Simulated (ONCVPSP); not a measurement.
**What one change does to a pseudopotential (iodine (I), ONCV)**

ONCVPSP 4.0.1 input, shortened (lines: element, Z, core and valence counts, functional; n l f; lmax; l rc ep ncon nbas qcut; lloc lpopt rc5 dvloc0; l nproj debl; icmod fcfact rcfact), LDA (Perdew-Wang 92), scalar-relativistic:

```
  I 53.00    6    5  -001012      upf
    1    0    2.00
    2    0    2.00
    2    1    6.00
    3    0    2.00
    3    1    6.00
    3    2   10.00
    4    0    2.00
    4    1    6.00
    4    2   10.00
    5    0    2.00
    5    1    5.00
    2
    0    1.10    0.00    4    8    8.40
    1    1.55    0.00    4    7    7.10
    2    1.10    0.00    4    9   16.80
    4    5    0.95    3.00
    0    2    3.90
    1    2    1.80
    2    1    2.40
    3    3.00    1.40
```

All-electron outer shells of the reference configuration (LDA (PZ), scalar-relativistic, ld1.x):

```tsv
shell	level (eV)	outermost node (bohr)	outermost maximum (bohr)
3p	-858.92	0.13	0.28
3d	-606.22	–	0.23
4s	-180.16	0.37	0.68
4p	-127.33	0.37	0.72
4d	-50.33	0.35	0.78
5s	-17.65	0.88	1.70
5p	-7.25	0.96	2.02
```

Change: s: rc 1.12.

Cutoffs: the cutoffs (Ha) at which the residual kinetic energy of the hardest occupied pseudo-wave falls to 1 and 0.1 mHa per electron; they do not see the model core or the augmentation charge, which bear on the density cutoff. Errors are all-electron minus pseudo energies relative to the spin-unpolarised reference configuration.

Question: How do hardness, ghosts and transferability respond?

Answer: The potential gets neither clearly harder nor softer (64 Ha and 141 Ha → 64 Ha and 133 Ha); the d channel sets the loose cutoff, while the largest relative change is in s, which becomes softer; the errors of the 4 common tests hardly move; neither file shows a bound ghost.

| quantity | base | changed |
| --- | --- | --- |
| cutoff, loose | 64 Ha | 64 Ha |
| cutoff, tight | 141 Ha | 133 Ha |
| loose cutoff by channel | s 50 Ha, p 25 Ha, d 64 Ha | s 39 Ha, p 25 Ha, d 64 Ha |
| bound ghosts | none | none |
| GHOST(+) flags under 300 eV | none | none |
| error for 4s2 4p6 4d10 5s2 5p4, meV [ΔE 11.30 eV] | -3.3 | -3.3 |
| error for 4s2 4p6 4d10 5s2 5p3, meV [ΔE 31.36 eV] | -9.0 | -9.0 |
| error for 4s2 4p6 4d10 5s2 5p2, meV [ΔE 60.97 eV] | -17 | -17 |
| error for 4s2 4p5 4d10 5s2 5p5, meV [ΔE 136.18 eV] | -33 | -32 |
| s: phases at 1.12 bohr within 0.05 rad from the reference energy up to (Ha; the scan ends near 5) | to the end of the scan | to the end of the scan |
| p: phases at 1.57 bohr within 0.05 rad from the reference energy up to (Ha; the scan ends near 5) | to the end of the scan | to the end of the scan |
| d: phases at 1.12 bohr within 0.05 rad from the reference energy up to (Ha; the scan ends near 5) | to the end of the scan | to the end of the scan |
| rms error of d²Exc/dni dnj with the model core, mHa | 0.48 | 0.48 |
